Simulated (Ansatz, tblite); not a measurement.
Removing and adding an electron: Sn₄Ge₂H₁₂, an alloyed cluster cut from the lattice of tin (2 Ge, core). The state is a singlet with charge 0. Geometry: PBE-D4/def2-SVP. Ansatz, gas phase; energy differences of separate SCF runs; the oxidised species was run as a doublet alone; the reduced species was run as a doublet alone.

Cartesian coordinates in Å:
```
Ge 0.197 2.174 1.208
Sn -1.224 0.314 -2.238
Sn -0.188 -2.300 1.366
Sn 1.166 -0.019 2.296
Sn -0.353 -2.234 -1.439
Ge 0.400 2.124 -1.230
H 0.930 3.418 1.790
H -1.309 2.307 1.577
H -1.304 0.449 -3.966
H -2.819 0.601 -1.617
H 0.608 -3.743 1.912
H -1.793 -2.322 2.024
H 2.844 -0.150 1.876
H 1.072 0.084 4.026
H 1.221 -2.524 -2.110
H -1.404 -3.478 -2.041
H 1.868 1.769 -1.609
H 0.090 3.531 -1.823
```

In the def2 sets Sn takes a core potential; there is no spin–orbit coupling. The xTB rows come from tblite. HOMO above LUMO, or a gap near zero within one spin, warns that the state may not be the lowest or that an electron is smeared out.

Q: Estimate orbital energies and vertical ionisation energies and electron affinities at: GFN1-xTB; GFN2-xTB; PBE-D4/def2-TZVP; B97M-V/def2-TZVP; PBE0-D4/def2-TZVP.

A: 
```csv
level,−HOMO (eV),vertical IE (eV),−LUMO (eV),vertical EA (eV),HOMO–LUMO gap (eV),IE − EA (eV),remarks
GFN1-xTB,10.86,12.68,7.73,5.89,3.13,6.78,–
GFN2-xTB,10.55,12.48,8.13,6.33,2.43,6.14,–
PBE-D4/def2-TZVP,6.25,8.25,2.13,0.45,4.12,7.79,"HOMO above zero (-1 doublet), gap within one spin near zero (+1 doublet)"
B97M-V/def2-TZVP,6.52,8.42,1.92,0.25,4.60,8.17,HOMO above zero (-1 doublet)
PBE0-D4/def2-TZVP,7.12,8.49,1.34,0.21,5.77,8.28,HOMO above zero (-1 doublet)
```

   A HOMO above zero means that the electron is unbound at that level or that self-interaction error raises the level; the energy of removing that electron tells which. Raw xTB energy differences between charge states are shifted by several eV; the methods need an empirical correction for them. Sets without diffuse functions give affinities that are too small.
